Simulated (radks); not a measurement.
Values are calculated unless marked as measured or tabulated.
Pt III, configuration [Xe] 4f11 5d9 6p2 (not the ground configuration). Code: a radial shooting solver on a logarithmic mesh with Libxc functionals. Model: scalar-relativistic Kohn-Sham, r2SCAN, spin-polarised, spherical densities, finite nucleus; open shells are filled with parallel spins first (spin-orbit coupling, left out, can overturn this in heavy ions); meta-GGA in the generalised Kohn-Sham scheme; Fermi nuclear charge, rms radius 5.427 fm.

X-ray form factor f0, the Fourier transform of the density (f0(0) = 76):

| sin(theta)/lambda (1/angstrom) | f0 (electrons) |
|---|---|
| 0.05 | 75.048 |
| 0.1 | 72.504 |
| 0.15 | 69.043 |
| 0.2 | 65.243 |
| 0.25 | 61.426 |
| 0.3 | 57.735 |
| 0.4 | 51.001 |
| 0.5 | 45.352 |
| 0.6 | 40.734 |
| 0.8 | 33.572 |
| 1 | 27.952 |
| 1.25 | 22.488 |
| 1.5 | 18.701 |
| 2 | 14.550 |
